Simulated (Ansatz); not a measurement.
Frontier orbitals of H₄N₂OSW (`[NH2][W]([NH2])(=[O])=[S]`).

```xyz
9

N    -0.5146   -1.0939    1.1535
W     0.1825    0.5039    0.3068
N     0.1260    0.3660   -1.6254
O    -0.8440    1.7873    0.7442
S     2.2239    0.7603    0.9122
H    -1.4708   -1.1850    1.4608
H     0.0464   -1.8855    1.4270
H    -0.6302    0.7305   -2.1843
H     0.8809    0.0164   -2.1947
```

The species carries charge 0 and has multiplicity 1. Correlated methods include outer-core shells of W, which these sets cover unevenly. W takes the def2 core potential. The geometry is a stationary point of PBE0-D4/def2-TZVP. It is one conformer, not always the lowest. Basis def2-TZVPP, Ansatz 0.2.0.

```
functional  HOMO (eV)  LUMO (eV)  gap (eV)
       PBE      -6.07      -2.70      3.37
      BLYP      -5.90      -2.57      3.33
      PBE0      -7.30      -1.96      5.34
   r2SCANh      -6.81      -2.35      4.46
   r2SCAN0      -7.49      -1.92      5.57
     BHLYP      -8.37      -1.06      7.31
   ωB97M-V      -9.43       0.09      9.52
```

Against PBE, PBE0 changes HOMO and LUMO by −1.23 and +0.74 eV, ωB97M-V by −3.36 and +2.79 eV. A gap of 3.37 eV thus becomes 9.52 eV for the same molecule, so an orbital gap means little without its functional. A positive LUMO is unbound and depends on the basis.
